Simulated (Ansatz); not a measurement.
Reactions of CH$_{4}$AlClO (`C[O][AlH][Cl]`).

Program: Ansatz. Geometries: PBE0-D4/def2-TZVP. ΔE: electronic, gas phase. CBS: MP2 limit from def2 TZ/QZ plus the TZ coupled-cluster correction, frozen cores. This one scheme is used for every species, atoms too. DFT in def2-TZVPP. B3LYP here is the variant with VWN-RPA as its local correlation; programs differ in this. Open shells (•) are unrestricted, without spin–orbit coupling. Spin–orbit coupling would lower the free atoms: a little for Al, C, Cl, F, O. Bonds to Se are less sure, by a few kJ/mol each and by 10 to 20 or more in all where they break to atoms, as the def2 sets lack core-valence functions. Scalar relativity is left out up to krypton. Each species was taken in one conformer, which may not be the lowest.

| reaction | CCSD(T)/CBS(def2) (kJ/mol) |
| --- | --- |
| `C[O][AlH][Cl]` + F• → `C[O][Al][Cl]`• + H–F | -219 |
| `C[O][AlH][Cl]` + `OBS` → `SB[O][AlH][Cl]` + CH₃OH | ? |
| `C[O][AlH][Cl]` + Cl• → `C[O][Al][Cl]`• + HCl | ? |
| `C[O][AlH][Cl]` + `[SiH3]P` → `P[SiH2][AlH][Cl]` + CH₃OH | 130 |
| `C[O][AlH][Cl]` → Al• + C• + Cl• + 4 H• + O• | ? |
| `C[O][AlH][Cl]` + H₂ → `C[O][AlH2]` + HCl | 154 |
| `C[O][AlH][Cl]` + `[SiH3][SiH3]` → `C[O][AlH][SiH2][SiH3]` + HCl | 156 |
| `C[O][AlH][Cl]` + `C[SiH](F)[SeH]` → `C[O][AlH2]` + `C[Si](F)(Cl)[SeH]` | 68 |
| `C[O][AlH][Cl]` + H–F → `C[O][AlH][F]` + HCl | -18 |
| `C[O][AlH][Cl]` → `[CH3]`• + `[O][AlH][Cl]`• | 431 |

(1) Fill in the missing values. (Estimate.)

Largest T1 diagnostic: 0.018, for Al•.

Results:

(1) Ansatz gave: `C[O][AlH][Cl]` + `OBS` → `SB[O][AlH][Cl]` + CH₃OH: -5.4 kJ/mol; `C[O][AlH][Cl]` + Cl• → `C[O][Al][Cl]`• + HCl: -73.9 kJ/mol; `C[O][AlH][Cl]` → Al• + C• + Cl• + 4 H• + O•: +2855.1 kJ/mol.
